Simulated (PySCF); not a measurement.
rhenium atom (Re), sextet (core potentials on Re). Base run: PBE/def2-SV(P) (PySCF).

Here is a job for PySCF.
```python
from pyscf import gto, scf, dft

mol = gto.Mole()
mol.atom = '''
    Re    0.00000000    0.00000000    0.00000000
'''
mol.basis = 'def2-sv(p)'
mol.ecp = {'Re': 'def2-sv(p)'}
mol.spin = 5
mol.verbose = 4
mol.build()

mf = dft.UKS(mol)
mf.xc = 'pbe'
mf.kernel()
mf.analyze()
```

Variants of this job, named by their change:

```csv
change,ΔE vs base (mEh),SCF cycles,<S^2>,outcome
base,0.000,9,8.763,converged
conv_tol = 1e-6,0.000,7,8.763,converged
DIIS = ADIIS,0.000,15,8.763,converged
conv_tol_grad = 1e-7,0.000,10,8.763,converged
level_shift = 0.3 (with mf.max_cycle = 100),0.000,85,8.763,converged
level_shift = 0.5 (with mf.max_cycle = 100),-,100,-,not converged
solver = newton,47.890,-,8.751,another SCF solution
conv_tol = 1e-11,0.000,10,8.763,converged
diis_space = 12,0.000,9,8.763,converged
level_shift = 1.0 (with mf.max_cycle = 100),-,100,-,not converged
init_guess = huckel,-,-,-,stopped with an error
init_guess = 1e,0.000,10,8.763,converged
diis_space = 4,0.000,9,8.763,converged
```

A guess, shift, damping, solver or small numerical setting can't move a converged solution much, so rows marked as another SCF solution ended in a different state.

Open shells are given as the SCF converged; they aren't shown to be the lowest states, and a large step between rows can be another state.

- init_guess = huckel: ended with `RuntimeError: Failed to assign mo_occ. nelec (10, 5) > Nmo (9)`
